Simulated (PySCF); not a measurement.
This PySCF input asks for the NMR shieldings of SMILES BBC1=C(N([SiH3])[SiH3])C1, C₃H₁₁B₂NSi₂; the geometry comes from GFN2-xTB.

```python
import basis_set_exchange as bse
import numpy as np
from pyscf import gto, dft
from pyscf.prop import nmr

atoms = """
B     2.891128    0.202918    1.337393
B     2.597155   -0.469168   -0.127011
C     1.216048   -0.552779   -0.701877
C    -0.087372   -0.317133   -0.620867
N    -1.168755    0.165593    0.010631
Si   -0.945747    0.908503    1.592847
Si   -2.727870    0.094473   -0.800865
C     0.325585   -1.004198   -1.862468
H     2.883923   -0.418151    2.337124
H     3.178801    1.335936    1.475698
H     3.467765   -0.916692   -0.790276
H     0.486121    0.921833    1.849495
H    -1.532112    2.248311    1.506530
H    -1.697368    0.087673    2.545893
H    -2.991385    1.405388   -1.398220
H    -2.631331   -0.952188   -1.809872
H    -3.705061   -0.215805    0.240150
H     0.098475   -2.059258   -1.990745
H     0.332195   -0.456006   -2.801023
"""
names = dict.fromkeys(["B", "C", "N", "Si", "H"], "pcSseg-1")
basis = {el: gto.basis.parse(bse.get_basis(n, elements=[el], fmt="nwchem")) for el, n in names.items()}
mol = gto.M(atom=atoms, basis=basis, charge=0, verbose=0)
mf = dft.RKS(mol, xc="PBE0")
mf.grids.level = 2
mf.grids.alignment = dft.numint.BLKSIZE   # the property module wants whole blocks of grid points
mf.conv_tol = 1e-9
mf.kernel()

calc = nmr.RKS(mf)   # GIAO
C = mf.mo_coeff
Co = C[:, mf.mo_occ > 0]
resp = mf.gen_response(singlet=True, hermi=2)
def vind(x):   # induced exchange potential for any number of trial vectors
    d = np.einsum("pi,xij,qj->xpq", C, 2 * x.reshape(-1, C.shape[1], Co.shape[1]), Co, optimize=True)
    return np.einsum("xpq,pi,qj->xij", resp(d - d.transpose(0, 2, 1)), C, Co, optimize=True).ravel()
mo1, _ = nmr.rhf.solve_mo1(calc, with_cphf=vind)
sigma = calc.kernel(mo1)
for i, s in enumerate(sigma):   # ppm
    w = np.linalg.eigvalsh((s + s.T) / 2)
    print("%2d %-2s iso %8.1f  s11 %8.1f  s22 %8.1f  s33 %8.1f" % (i, mol.atom_pure_symbol(i), w.mean(), *w))
```

**Question.** What does it print?

**Answer.** 
```
 0 B  iso     -3.7  s11   -131.7  s22    -20.0  s33    140.7
 1 B  iso     31.8  s11    -48.5  s22     15.4  s33    128.5
 2 C  iso     97.7  s11     -9.5  s22    118.2  s33    184.5
 3 C  iso     15.9  s11   -114.3  s22     29.2  s33    133.0
 4 N  iso    192.4  s11    115.9  s22    199.3  s33    262.1
 5 Si iso    398.7  s11    368.2  s22    381.1  s33    446.7
 6 Si iso    395.1  s11    354.9  s22    376.0  s33    454.3
 7 C  iso    169.7  s11    138.4  s22    147.7  s33    223.0
 8 H  iso     21.8  s11      9.1  s22     25.1  s33     31.2
 9 H  iso     21.8  s11      9.2  s22     25.1  s33     31.2
10 H  iso     23.9  s11     18.4  s22     25.4  s33     27.8
11 H  iso     27.8  s11     23.3  s22     27.2  s33     32.8
12 H  iso     26.9  s11     23.3  s22     25.4  s33     31.9
13 H  iso     26.9  s11     23.4  s22     25.3  s33     32.1
14 H  iso     26.9  s11     23.4  s22     24.8  s33     32.4
15 H  iso     26.6  s11     22.9  s22     26.4  s33     30.6
16 H  iso     26.9  s11     23.3  s22     25.7  s33     31.7
17 H  iso     30.2  s11     25.8  s22     26.8  s33     38.1
18 H  iso     30.2  s11     25.8  s22     26.9  s33     38.0
```

These numbers come from an equivalent density-fitted implementation of the same equations, which agrees with the script to about 0.01 ppm for H and up to a few tenths of a ppm for heavy atoms, so last digits may differ.

Size and cost of the density-fitted run: 205 basis functions, 37 s wall time on 1 thread of an Arm Neoverse V2, shared host; peak memory 0.93 GiB.
